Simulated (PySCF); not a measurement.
Delta-SCF ions had no search for a lower state. Excitations are Tamm–Dancoff values on a coarser integration grid. The basis has no diffuse functions, so Rydberg states are missing or too high.

Cartesian coordinates (Å):
```xyz
9

C     -1.6701    -0.2806    -0.1638
Al     0.2354     0.0440    -0.1548
S      1.6066    -1.6122    -0.5318
S      0.9901     2.0569     0.2202
H     -2.0209    -0.4941    -1.1759
H     -2.2312     0.5777     0.2071
H     -1.9271    -1.1445     0.4519
H      2.7277    -0.8849    -0.4384
H      2.2875     1.7418     0.1100
```
Charge 0, multiplicity 1.

Question: What LUMO, S1–T1 gap (TDA), vertical ionisation energy (Delta-SCF), dipole moment, total energy, S1 oscillator strength, S1 excitation (TDA) and HOMO–LUMO gap does CAM-B3LYP-D3(BJ)/def2-TZVP run with PySCF give?

Answer: 
```
Quantity                                        Value
--------------------------------------  -------------
LUMO                                          0.45 eV
S1–T1 gap (TDA)                               0.59 eV
vertical ionisation energy (Delta-SCF)        9.72 eV
dipole moment                                  0.03 D
total energy                            -1080.0861 Ha
S1 oscillator strength                          0.001
S1 excitation (TDA)                           6.09 eV
HOMO–LUMO gap                                 9.27 eV
```
